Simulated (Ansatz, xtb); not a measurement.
**C5H6BrN: which of two isomers lies lower**

We compare a, `Cc1cc(Br)c[nH]1`, a singlet, with b, `Cc1c[nH]cc1Br`, a singlet. Both are isolated molecules in the gas phase, relaxed with PBE-D3(BJ)/def2-SVP.

Energies in hartree; the thermal terms are from GFN2-xTB frequencies at re-optimised GFN2-xTB minima (ideal gas, soft modes damped towards free rotors, one conformer each, 298.15 K, 1 atm) and include the zero-point energy:

```
                               a            b
E, CCSD(T)/def2-SVP  −2820.328352  −2820.328064
    E, MP2/def2-SVP  −2820.250856  −2820.250858
  E, MP2/def2-TZVPP  −2821.063545  −2821.063559
  zero-point energy      0.098094      0.098061
       H(298 K) − E      0.106186      0.106168
       G(298 K) − E      0.065465      0.065390
```

Correct the CCSD(T) difference for the basis set by the MP2 change, then work out ΔE, ΔE₀, ΔH and ΔG for a → b in kJ/mol (1 Eh = 2625.50 kJ/mol) and the equilibrium ratio [b]/[a].

1. Differences b − a: CCSD(T) +0.000288, MP2 in the small set −0.000002, MP2 in the large set −0.000014 Eh.
2. ΔE = +0.000288 + (−0.000014 − (−0.000002)) = +0.000276 Eh = +0.72 kJ/mol.
3. ΔE₀ = ΔE + ΔZPE = +0.000276 + (−0.000033) Eh = +0.64 kJ/mol.
4. ΔH = ΔE + (−0.000018) Eh = +0.68 kJ/mol.
5. ΔG = ΔE + (−0.000075) Eh = +0.53 kJ/mol, so ΔS = (ΔH − ΔG)/T = +0.5 J/(mol K).
6. kT = 0.9442 mEh, so K = [b]/[a] = exp(−ΔG/kT) = exp(−0.21) ≈ 0.81.

The two are too close for this level to say which is favoured. An error of 4 kJ/mol in ΔG would change K by a factor of 5. Mirror images and further conformers aren't counted.

As drawn, both hold the same kinds of bond in the same numbers.

Other levels gave ΔE = +3.2 (GFN2-xTB); +7.2 (HF/STO-3G, GFN2-xTB geometries); +1.4 (r2SCAN-D4/def2-SVP, GFN2-xTB geometries); +1.3 (PBE-D3(BJ)/def2-SVP); +4.3 (HF/def2-SVP); 0.0 (MP2/def2-SVP); +0.8 (CCSD(T)/def2-SVP) kJ/mol. The correlated steps freeze 15 core orbitals; the filled d shell of Br is correlated, in a basis made for valence electrons. Programs: Ansatz 0.2.0, xtb 6.7.1.
